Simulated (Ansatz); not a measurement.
Harmonic frequencies (cm⁻¹) at PBE0-D4/def2-TZVP from Ansatz: 239, 257, 302, 306, 410, 425, 526, 644, 882, 994, 1072, 1135, 1261, 1373, 1439, 1471, 1472, 3077, 3165, 3191, 3820.

Each molecule was computed in one conformer, which needn't be the lowest.

(1) Which molecule is it?
A. `CC(O)(F)Br`
B. `F[SiH]1C[S][Al]1[Cl]`
C. `[SiH3][NH][SbH2]`
D. `COC(F)Br`

Answers

(1) A.
